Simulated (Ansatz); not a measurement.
PBE exchange is replaced step by step with exact exchange (0 % is PBE, 25 % PBE0; no dispersion term), basis def2-TZVPD, Ansatz. System: the cluster Li4O2⁻ (the lowest doublet isomer of a short search). The state is a doublet with charge -1. Geometry: r2SCAN-D4/def2-TZVPD, each spin state at its own.

Geometry of the doublet:

```xyz
6

Li    2.074    2.276   -0.445
Li    0.241   -0.400   -0.912
Li   -2.021   -2.315    0.488
Li   -0.270    0.421    0.890
O    -0.974   -1.071    0.209
O     0.949    1.089   -0.230
```

At PBE-D4/def2-TZVPD, PBE with 5 % exact exchange/def2-TZVPD, PBE with 10 % exact exchange/def2-TZVPD, PBE with 15 % exact exchange/def2-TZVPD and others the highest occupied level of the charge -1 doublet lies above zero (up to 0.79 eV). It is a level of α spin, whose loss leaves a singlet; that state wasn't run at this geometry and level. The electron is either unbound and held by the finite basis, or the level is raised by self-interaction error. At PBE-D4/def2-TZVPD, PBE with 5 % exact exchange/def2-TZVPD, PBE with 10 % exact exchange/def2-TZVPD, PBE with 15 % exact exchange/def2-TZVPD and others the highest occupied level of the charge -1 quartet lies above zero (up to 0.73 eV). It is a level of α spin, whose loss leaves a triplet; that state wasn't run at this geometry and level. The electron is either unbound and held by the finite basis, or the level is raised by self-interaction error. At PBE-D4/def2-TZVPD, PBE with 5 % exact exchange/def2-TZVPD, PBE with 10 % exact exchange/def2-TZVPD the gap within one spin of the charge -1 doublet nearly closes, so an electron or hole may be smeared out by delocalisation error. The structure comes from a short search, and lower isomers may exist.

HOMO and LUMO are taken over both spins.

```json
{"exact exchange (%)": "0", "HOMO (eV)": "0.79", "LUMO (eV)": "0.79", "gap (eV)": "0.00", "⟨S²⟩": "0.751", "quartet − doublet (kJ/mol)": "157.3"}
{"exact exchange (%)": "5", "HOMO (eV)": "0.76", "LUMO (eV)": "0.83", "gap (eV)": "0.07", "⟨S²⟩": "0.751", "quartet − doublet (kJ/mol)": "156.3"}
{"exact exchange (%)": "10", "HOMO (eV)": "0.72", "LUMO (eV)": "0.86", "gap (eV)": "0.14", "⟨S²⟩": "0.751", "quartet − doublet (kJ/mol)": "155.3"}
{"exact exchange (%)": "15", "HOMO (eV)": "0.69", "LUMO (eV)": "0.89", "gap (eV)": "0.21", "⟨S²⟩": "0.751", "quartet − doublet (kJ/mol)": "154.3"}
{"exact exchange (%)": "25", "HOMO (eV)": "0.62", "LUMO (eV)": "0.95", "gap (eV)": "0.34", "⟨S²⟩": "0.750", "quartet − doublet (kJ/mol)": "152.0"}
{"exact exchange (%)": "50", "HOMO (eV)": "0.46", "LUMO (eV)": "1.11", "gap (eV)": "0.66", "⟨S²⟩": "0.750", "quartet − doublet (kJ/mol)": "145.3"}
```

Q: Estimate the row for 35 %.

A: 
```csv
exact exchange (%),HOMO (eV),LUMO (eV),gap (eV),⟨S²⟩,quartet − doublet (kJ/mol)
35,0.55,1.02,0.47,0.750,149.5
```
